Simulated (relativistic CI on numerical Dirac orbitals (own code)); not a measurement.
## One change at a time: Pt XVII

Base calculation: Dirac-Coulomb-Breit CI, KLI orbitals optimised for each configuration, model QED, unscaled Slater integrals.

Configurations in the expansion (outside the closed core [Kr] 4d10): 4f14 5s2, 4f14 5s 5p, 4f13 5s2 5p, 4f14 5s 5d, 4f14 5s 5f, 4f13 5s2 5d, 4f14 5p 5d, 4f14 5s 5g, 4f14 5p2, 4f13 5p3, 4f13 5p2 5d, 4f14 5d2, 4f13 5p 5d2, 4f13 5d3. Double excitations out of closed p, d and f shells are left out; levels of such configurations are missing from the list, as are those of other unlisted configurations, and high levels can miss mixing partners.

The lowest level and the first level of each name with at least 55 % of one term (blank where a level has no safe partner in the second run):

| Level | Base (cm⁻¹) | Shift (cm⁻¹) |
| --- | --- | --- |
| 4f14 5s2 1S_0 | 0 | 0 |
| 4f14 5s 5p 3P°_0 | 278017 | +2348 |
| 4f13 5s2 5p 3D_3 | 281908 | -479 |
| 4f14 5s 5p 3P°_1 | 300662 | +2344 |
| 4f13 5s2 5p 3G_3 | 309798 | -587 |
| 4f14 5s 5p 3P°_2 | 448662 | +2199 |
| 4f13 5s2 5p 3G_5 | 450396 | -614 |
| 4f13 5s2 5p 3F_4 | 468217 | -614 |
| 4f13 5s2 5p 3D_1 | 470231 | -722 |
| 4f14 5s 5p 1P°_1 | 515316 | +2218 |
| 4f14 5p2 3P_0 | 650764 | +4728 |
| 4f14 5p2 3P_1 | 796686 | +4602 |
| 4f14 5p2 1D_2 | 800370 | +4487 |
| 4f14 5p2 3P_2 | 953876 | +4057 |
| 4f13 5s2 5d 3P°_2 | 972541 | -224 |
| 4f14 5s 5d 3D_1 | 977054 | +2583 |
| 4f14 5s 5d 3D_2 | 987871 | +2662 |
| 4f13 5s2 5d 3P°_1 | 1002232 | -320 |
| 4f14 5s 5d 3D_3 | 1006514 | +2508 |
| 4f13 5s2 5d 3H°_4 | 1007894 | -323 |
| 4f13 5s2 5d 3H°_6 | 1008434 | -296 |
| 4f14 5p2 1S_0 | 1012261 | +4438 |

At this charge transitions that keep the count of f electrons are usually good to a few per cent. Levels that differ in their count of f electrons can be misplaced by several ten thousand cm⁻¹, since the correlation energy of f electrons is missing or only estimated; rates across such gaps can be off by orders of magnitude.

(1) One thing was changed in a second run, which moved the levels as shown. Which?
A. Breit term removed
B. QED terms removed
C. configuration mixing switched off

Results:

(1) B. QED terms removed. QED shifts follow the density of s (and p1/2) electrons at the nucleus, so configurations move by their count of such electrons; where none moves, the smaller shifts of p3/2 electrons and of j = l + 1/2 against j = l − 1/2 set the pattern.

LS names give the leading component of a level, which can be under half, so a name can repeat, a term be missing and a line seem to break the LS rules.
